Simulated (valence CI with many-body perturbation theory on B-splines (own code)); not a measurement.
**Ta58+: what each term of the Hamiltonian does**

Calculated by relativistic CI+MBPT: five valence electrons over a frozen Dirac-Fock core [Ne], a basis of 9 s, 9 p, 8 d, 6 f, 3 g, 1 h functions for each j, with the one-electron correlation potential Σ1 (screened to all orders), the two-electron term Σ2, the three-electron term Σ3, Breit, model QED; selected single and double excitations, second order for the rest (own B-spline code, finite nucleus).

No measured spectrum was set against this ion. As an estimate, large intervals hold to a few tenths of a per cent, small ones and those within an open d or f shell to about a per cent. Among the levels kept, up to 550 cm⁻¹ of a level comes from second order outside the variational space, and about a tenth of that is noise between levels of different J, which matters for small intervals.

Each rung adds one term. CI alone is the Dirac-Coulomb CI over the frozen core; QED comes last and gives the full result, which names the levels. Energies are above (3s^2 3p1/2^2 3p3/2) J=3/2 on the same rung, in eV.

Levels are named by their leading jj configuration (3d3/2^4 stands for four electrons in 3d with j = 3/2), which in mixed levels can hold well under half, so a name can repeat and another be missing. Letters in brackets count levels of one name in rising energy.

```
                             Level  CI alone      Σ1      Σ2      Σ3   Breit     QED    Full
        (3s^2 3p1/2^2 3d3/2) J=3/2    227.93  -0.247  -0.295  -0.144  -0.775  -0.819  225.65
        (3s^2 3p1/2^2 3d5/2) J=5/2    319.10  -0.092  -0.451  -0.206  -3.039  -0.628  314.68
        (3s^2 3p1/2 3p3/2^2) J=3/2    322.33  +0.180  +0.188  +0.024  -3.966  +0.391  319.15
        (3s^2 3p1/2 3p3/2^2) J=5/2    334.63  +0.181  +0.140  -0.005  -4.547  +0.387  330.78
        (3s^2 3p1/2 3p3/2^2) J=1/2    349.04  +0.182  +0.108  -0.035  -3.812  +0.382  345.87
        (3s 3p1/2^2 3p3/2^2) J=5/2    494.43  -0.084  +0.032  +0.118  -1.034  -3.644  489.82
        (3s 3p1/2^2 3p3/2^2) J=3/2    523.91  -0.079  -0.172  +0.069  -1.761  -2.771  519.19
        (3s 3p1/2^2 3p3/2^2) J=1/2    525.18  -0.081  -0.099  +0.071  -0.749  -3.384  520.93
(3s^2 3p1/2 3p3/2 3d3/2) J=5/2 [a]    548.39  -0.066  -0.125  -0.087  -5.351  -0.429  542.33
(3s^2 3p1/2 3p3/2 3d3/2) J=1/2 [a]    550.86  -0.066  -0.120  -0.091  -4.609  -0.442  545.53
(3s^2 3p1/2 3p3/2 3d3/2) J=3/2 [a]    551.49  -0.068  -0.185  -0.092  -4.721  -0.704  545.72
    (3s^2 3p1/2 3p3/2 3d3/2) J=7/2    561.17  -0.063  -0.118  -0.132  -6.003  -0.415  554.44
(3s^2 3p1/2 3p3/2 3d3/2) J=5/2 [b]    590.11  -0.064  -0.604  -0.259  -5.049  -0.545  583.59
(3s^2 3p1/2 3p3/2 3d3/2) J=1/2 [b]    599.50  -0.067  -0.723  -0.249  -4.154  -0.837  593.47
(3s^2 3p1/2 3p3/2 3d3/2) J=3/2 [b]    600.50  -0.070  -0.915  -0.251  -3.991  -1.227  594.04
(3s^2 3p1/2 3p3/2 3d5/2) J=7/2 [a]    626.21  +0.089  -0.092  -0.099  -7.027  -0.216  618.87
(3s^2 3p1/2 3p3/2 3d5/2) J=3/2 [a]    638.37  +0.087  -0.274  -0.134  -6.771  -0.310  630.97
    (3s^2 3p1/2 3p3/2 3d5/2) J=9/2    640.09  +0.091  -0.087  -0.155  -8.112  -0.215  631.61
(3s^2 3p1/2 3p3/2 3d5/2) J=5/2 [a]    642.43  +0.088  -0.237  -0.159  -7.389  -0.253  634.48
```

The middle columns are the shifts that each term adds.

How does the ionisation energy move along the ladder, and which term matters most?

CI alone 5913.6, + Σ1 5914.5, + Σ2 5914.7, + Σ3 5914.2, + Breit 5909.2, + QED 5908.7 eV. The largest step is Breit, -5.0 eV. NIST lists 5907 ± 6 eV (theoretical).
